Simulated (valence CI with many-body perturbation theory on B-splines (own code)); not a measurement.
E1 transitions of Tm LVII

Computed by configuration interaction combined with many-body perturbation theory (CI+MBPT): three valence electrons over a frozen Dirac-Fock core [Ne], radial functions for each j: 11 s, 11 p, 10 d, 8 f, 5 g, 2 h, with the one-electron correlation potential Σ1, the two-electron term Σ2, the three-electron term Σ3, Breit, model QED; selected CI, second order for the rest, scaled by the run's own slope (own B-spline code, finite nucleus).

The last digits are not significant, and no measured levels were compared; by estimate large intervals hold to a few tenths of a per cent, small ones and those within an open d or f shell to about a per cent.

Lines 1 to 50 of 588 in falling wavelength, among levels below 2761.9 eV, chosen from the strongest by gf and those to the six lowest levels. Wavelengths and rates use the calculated energies. Electric multipoles are in the length gauge, E1 and E2 with the static RPA response of the core. Weak lines are less certain than strong ones. Lines between different terms over intervals too small for the method are left out, as are lines whose strength nearly cancels. The highest levels of a list are the least certain.

Levels are named by their leading jj configuration (3d3/2^4 stands for four electrons in 3d with j = 3/2), which in mixed levels can hold well under half, so a name can repeat and another be missing. Letters in brackets count levels of one name in rising energy.

```tsv
λ vac (Å)	Upper	Lower	A (s⁻¹)	S (a.u.) with core polarisation	S without
199.3	(3s 3p1/2 4p1/2) J=1/2 [a]	(3s 3p1/2 4s) J=1/2 [a]	9.33e+09	7.29e-02	7.32e-02
194.9	(3s 3p1/2 4p1/2) J=3/2	(3s 3p1/2 4s) J=3/2	6.12e+09	8.95e-02	8.98e-02
184.3	(3s^2 4p1/2) J=1/2	(3s^2 4s) J=1/2	1.25e+10	7.72e-02	7.74e-02
158.6	(3s 3p1/2 4p1/2) J=1/2 [b]	(3s 3p1/2 4s) J=3/2	1.63e+10	6.41e-02	6.43e-02
111.5	(3s^2 3p3/2) J=3/2	(3s 3p1/2^2) J=1/2	7.14e+07	1.95e-04	1.98e-04
101.3	(3s 3p1/2 3p3/2) J=3/2 [a]	(3s^2 3p3/2) J=3/2	1.67e+09	3.42e-03	3.48e-03
97.23	(3p1/2 3p3/2 3d5/2) J=7/2 [b]	(3s 3p3/2 3d5/2) J=5/2 [b]	1.01e+10	3.67e-02	3.74e-02
95.60	(3p1/2 3d3/2^2) J=5/2	(3s 3d3/2^2) J=3/2	1.14e+10	2.96e-02	3.01e-02
95.45	(3p1/2 3p3/2 3d5/2) J=9/2	(3s 3p3/2 3d5/2) J=7/2 [b]	8.32e+09	3.57e-02	3.63e-02
94.48	(3p1/2 3d3/2 3d5/2) J=9/2	(3s 3d3/2 3d5/2) J=7/2 [b]	1.93e+10	8.04e-02	8.17e-02
91.46	(3p1/2 3d3/2 3d5/2) J=7/2 [a]	(3s 3d3/2 3d5/2) J=5/2 [a]	1.01e+10	3.05e-02	3.10e-02
89.44	(3s 3p1/2 3d5/2) J=7/2	(3s^2 3d5/2) J=5/2	1.86e+10	5.26e-02	5.34e-02
89.32	(3s 3p1/2 3p3/2) J=5/2	(3s^2 3p3/2) J=3/2	1.12e+10	2.36e-02	2.40e-02
88.90	(3p1/2 3d3/2 3d5/2) J=7/2 [a]	(3s 3d3/2 3d5/2) J=7/2 [a]	9.62e+09	2.67e-02	2.71e-02
88.89	(3p1/2 3d3/2 3d5/2) J=9/2	(3s 3d3/2 3d5/2) J=9/2	1.00e+10	3.48e-02	3.54e-02
88.36	(3p1/2 3d5/2^2) J=9/2	(3s 3d5/2^2) J=7/2	3.17e+10	1.08e-01	1.10e-01
87.16	(3p1/2 3d5/2^2) J=5/2	(3s 3d5/2^2) J=3/2	2.49e+10	4.88e-02	4.96e-02
84.37	(3p1/2 3p3/2 3d5/2) J=9/2	(3s 3p3/2 3d5/2) J=7/2 [a]	1.24e+10	3.66e-02	3.72e-02
83.93	(3p1/2^2 3p3/2) J=3/2	(3s 3p1/2 3p3/2) J=3/2 [b]	6.35e+09	7.41e-03	7.54e-03
83.59	(3s 3p1/2 3d5/2) J=5/2 [b]	(3s^2 3d5/2) J=5/2	1.42e+10	2.46e-02	2.50e-02
82.90	(3s 3p1/2^2) J=1/2	(3s^2 3p1/2) J=1/2	3.01e+10	1.69e-02	1.72e-02
82.28	(3p1/2 3d5/2^2) J=1/2	(3s 3d5/2^2) J=1/2	5.32e+10	2.93e-02	2.97e-02
82.05	(3p1/2 3d3/2 3d5/2) J=5/2 [b]	(3s 3d3/2 3d5/2) J=5/2 [b]	1.71e+10	2.80e-02	2.84e-02
81.87	(3p1/2 3p3/2 3d3/2) J=7/2	(3s 3p3/2 3d3/2) J=7/2	1.56e+10	3.38e-02	3.43e-02
81.23	(3p1/2 3p3/2 3d5/2) J=5/2 [a]	(3s 3p3/2 3d5/2) J=3/2 [a]	1.96e+10	3.11e-02	3.16e-02
80.72	(3p1/2 3d5/2^2) J=3/2	(3s 3d5/2^2) J=5/2	3.83e+10	3.97e-02	4.04e-02
80.49	(3p1/2 3p3/2 3d5/2) J=3/2 [b]	(3s 3p3/2 3d5/2) J=1/2	2.38e+10	2.45e-02	2.49e-02
80.28	(3p1/2^2 3d5/2) J=5/2	(3s 3p1/2 3d5/2) J=3/2	3.10e+10	4.75e-02	4.83e-02
79.75	(3p1/2 3d5/2^2) J=5/2	(3s 3d5/2^2) J=5/2	2.93e+10	4.41e-02	4.48e-02
79.62	(3p1/2 3d3/2 3d5/2) J=7/2 [b]	(3s 3d3/2 3d5/2) J=7/2 [b]	1.33e+10	2.65e-02	2.69e-02
79.15	(3p1/2 3d5/2^2) J=7/2	(3s 3d5/2^2) J=9/2	3.72e+10	7.29e-02	7.41e-02
78.77	(3p1/2 3d3/2^2) J=3/2	(3s 3d3/2^2) J=5/2	2.49e+10	2.40e-02	2.44e-02
78.11	(3s 3p1/2 3p3/2) J=3/2 [b]	(3s^2 3p3/2) J=3/2	1.98e+10	1.87e-02	1.90e-02
78.08	(3p1/2 3p3/2 3d5/2) J=3/2 [a]	(3s 3p3/2 3d5/2) J=5/2 [a]	3.34e+10	3.14e-02	3.19e-02
77.84	(3p1/2^2 3d5/2) J=5/2	(3s 3p1/2 3d5/2) J=5/2 [b]	3.21e+10	4.48e-02	4.55e-02
77.49	(3p1/2 3d5/2^2) J=9/2	(3s 3d5/2^2) J=9/2	2.56e+10	5.88e-02	5.97e-02
76.93	(3s 3p1/2 3d3/2) J=3/2 [a]	(3s 3p1/2 3p3/2) J=3/2 [b]	1.96e+10	1.76e-02	1.79e-02
75.68	(3p1/2 3p3/2 3d5/2) J=5/2 [a]	(3s 3p3/2 3d5/2) J=5/2 [a]	1.95e+10	2.51e-02	2.55e-02
75.62	(3p1/2 3d3/2 3d5/2) J=7/2 [b]	(3s 3d3/2 3d5/2) J=9/2	4.20e+10	7.18e-02	7.29e-02
74.93	(3p1/2 3p3/2 3d5/2) J=7/2 [b]	(3s 3p3/2 3d5/2) J=7/2 [a]	1.96e+10	3.26e-02	3.31e-02
74.66	(3p1/2 3p3/2^2) J=5/2	(3s 3p3/2^2) J=5/2	2.33e+10	2.87e-02	2.91e-02
73.96	(3p1/2^2 3p3/2) J=3/2	(3s 3p1/2 3p3/2) J=5/2	4.12e+10	3.29e-02	3.35e-02
73.89	(3s 3p1/2 3p3/2) J=1/2	(3s^2 3p3/2) J=3/2	2.65e+10	1.05e-02	1.07e-02
73.80	(3p1/2 3p3/2 3d5/2) J=5/2 [b]	(3s 3p3/2 3d5/2) J=7/2 [a]	2.87e+10	3.41e-02	3.47e-02
73.45	(3p1/2^2 3d3/2) J=3/2	(3s 3p1/2 3d3/2) J=5/2	6.57e+10	5.14e-02	5.22e-02
73.37	(3p1/2^2 3d5/2) J=5/2	(3s 3p1/2 3d5/2) J=7/2	6.01e+10	7.03e-02	7.14e-02
73.27	(3p1/2 3p3/2 3d5/2) J=7/2 [a]	(3s 3p3/2 3d5/2) J=9/2	4.58e+10	7.12e-02	7.23e-02
72.85	(3p1/2 3p3/2^2) J=3/2	(3s 3p3/2^2) J=5/2	4.40e+10	3.36e-02	3.41e-02
71.71	(3s 3p1/2 3d3/2) J=5/2	(3s 3p1/2 3p3/2) J=3/2 [b]	5.23e+09	5.71e-03	5.80e-03
71.25	(3p1/2 3d3/2 3d5/2) J=5/2 [b]	(3s 3d3/2 3d5/2) J=7/2 [a]	2.57e+10	2.75e-02	2.79e-02
```
